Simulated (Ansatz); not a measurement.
`BCC=O` and `O=CCCBr` differ in one atom or group.

Ansatz, PBE0-D4/def2-TZVP geometries, multiplicity 1. Each molecule was computed in one conformer, which needn't be the lowest.

Scalar relativity is left out up to krypton.

```
                                      property  `BCC=O`
          HOMO–LUMO gap (PBE0/def2-TZVPP) / eV     5.72
         HOMO energy (ωB97M-V/def2-TZVPP) / eV    -9.89
             HOMO energy (PBE/def2-TZVPP) / eV    -5.95
         LUMO energy (ωB97M-V/def2-TZVPP) / eV     0.17
size of the dipole moment (PBE/def2-TZVPP) / D     2.47
       HOMO–LUMO gap (ωB97M-V/def2-TZVPP) / eV    10.05
```

Question: What does the change do to each property? (Best estimate.)

Answer: The calculation gave: 
```tsv
property	`O=CCCBr`	shift
HOMO–LUMO gap (PBE0/def2-TZVPP) / eV	6.64	0.92
HOMO energy (ωB97M-V/def2-TZVPP) / eV	-10.03	-0.14
HOMO energy (PBE/def2-TZVPP) / eV	-6.05	-0.10
LUMO energy (ωB97M-V/def2-TZVPP) / eV	1.29	1.12
size of the dipole moment (PBE/def2-TZVPP) / D	3.26	0.79
HOMO–LUMO gap (ωB97M-V/def2-TZVPP) / eV	11.32	1.27
```

With PBE0 the HOMO falls by 0.15 eV and the LUMO rises by 0.77 eV, so the gap widens by about 0.92 eV. PBE moves the HOMO by -0.10 eV and ωB97M-V by -0.14 eV. Dipoles are sizes alone; their direction can turn.

Spin–orbit coupling is left out; it splits and shifts lone-pair levels of the heavy atoms by tenths of an eV.
